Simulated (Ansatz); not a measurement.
Compare A (`C=C1N[SiH2]1`) with its isomer B (`N=C=C[SiH3]`).

Computed with Ansatz on PBE0-D4/def2-TZVP structures; ΔE is electronic, products minus reactants. CCSD(T)/CBS is the MP2 limit (def2-TZVPP, def2-QZVPP) plus CCSD(T) − MP2 in def2-TZVPP, frozen cores. Functionals use def2-TZVPP. Each species was taken in one conformer, which may not be the lowest.

(1) Which is lower in electronic energy at CCSD(T)/CBS, and by how much? (An estimate is asked.)

(2) Give E(B) − E(A) in kJ/mol with ωB97M-V, r2SCAN-D4, PBE0-D4, CCSD/def2-TZVPP, PBE-D4, LDA (SPW92), CCSD(T)/def2-SVP. (Best estimate.)

(3) Does the order hold for the free energy at 298.15 K (harmonic terms from PBE0-D4)? (Estimate.)

Largest T1 diagnostic: 0.015.

Answers

(1) Ansatz gave: B, by 39.0 kJ/mol.

(2) Ansatz gave: ωB97M-V -41.7, r2SCAN-D4 -45.4, PBE0-D4 -37.3, CCSD/def2-TZVPP -46.5, PBE-D4 -40.9, LDA (SPW92) -21.7, CCSD(T)/def2-SVP -57.0. None reverses the order clearly.

(3) Ansatz gave: Yes: G(B) − G(A) = -50.9 kJ/mol, for one conformer each.

In def2-TZVPP, CCSD(T) changes the Hartree–Fock value by +22.7 kJ/mol (the triples alone add +0.4 kJ/mol) and MP2 by +28.3 kJ/mol. Leaving LDA and LC-ωPBE aside and taking each functional with its dispersion term where it has one, the values, not all of them listed here, spread over 20.5 kJ/mol, from BLYP-D4 to PBE-QIDH. LDA lies +20.2 kJ/mol from PBE without D4.
